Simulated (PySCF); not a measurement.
Ta(NH)(Cl)2(Me) (CH₄Cl₂NTa), SMILES [CH3][Ta](=[NH])([Cl])[Cl], multiplicity 1. The structure is a stationary point at PBE-D3(BJ)/def2-SVP. The multiplicity is an assumed one; no other spin state was optimised. The structure was generated by enumeration; whether it is a known compound was not checked. The def2 effective core potentials stand for the cores of Ta; spin–orbit coupling is left out.

Q: Give the equilibrium geometry at PBE-D3(BJ)/def2-SVP (PySCF confirms it by a frequency run) as Cartesian coordinates in Å, and its point group. (Estimate from the structure and the level; the computed values follow.)

A: point group Cs.
```xyz
9

Ta     0.0758     0.1291     0.0000
N      1.6371     0.9595     0.0000
H      2.5686     1.3793     0.0000
Cl    -0.2119    -1.0126     2.0048
Cl    -0.2119    -1.0126    -2.0048
C     -1.2909     1.7789     0.0000
H     -1.1389     2.4182     0.8958
H     -2.3362     1.3968     0.0000
H     -1.1389     2.4182    -0.8958
```
Charge 0, spin multiplicity 1.
